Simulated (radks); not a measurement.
All-electron atom: Pd IV in [Kr] 4d6 5p1 (not the ground configuration).

Method: Dirac Kohn-Sham, PBE, spin-unpolarised, spherical densities, point nucleus; open shells are shared between the two j in proportion to 2j + 1; computed with a radial shooting solver on a logarithmic mesh with Libxc functionals.

Energy parts (eV):
total: -137249.982
kinetic: 143370.275
electron-nucleus: -330676.855
Hartree: 53933.982
exchange-correlation: -3877.384

Orbitals (lengths in bohr, moments of r in powers of bohr):
orbital,occ.,eigenvalue (eV),<r^2>,small-component weight
1s1/2,2,-24201.50,0.001371,2.83e-02
2s1/2,2,-3574.897,0.02250,5.91e-03
2p1/2,2,-3319.361,0.01685,5.92e-03
2p3/2,4,-3159.974,0.01818,5.69e-03
3s1/2,2,-684.6519,0.1645,1.65e-03
3p1/2,2,-583.8472,0.1602,1.59e-03
3p3/2,4,-556.0474,0.1695,1.53e-03
3d3/2,4,-377.6937,0.1508,1.42e-03
3d5/2,6,-372.1481,0.1536,1.40e-03
4s1/2,2,-132.5153,0.9842,4.20e-04
4p1/2,2,-100.8481,1.131,3.68e-04
4p3/2,4,-96.1691,1.195,3.52e-04
4d3/2,2.4,-47.3564,1.858,2.36e-04
4d5/2,3.6,-46.7417,1.892,2.32e-04
5p1/2,0.333333,-25.8071,7.917,6.53e-05
5p3/2,0.666667,-25.1627,8.279,6.29e-05

The highest occupied level is 5p3/2 at -25.163 eV. The density falls to 0.001 e/bohr^3 at r = 3.80 bohr. Summed over all electrons, <r^2> = 31.45 bohr^2, which gives a Langevin (diamagnetic) susceptibility term of -24.9 x 10^-6 cm^3/mol.
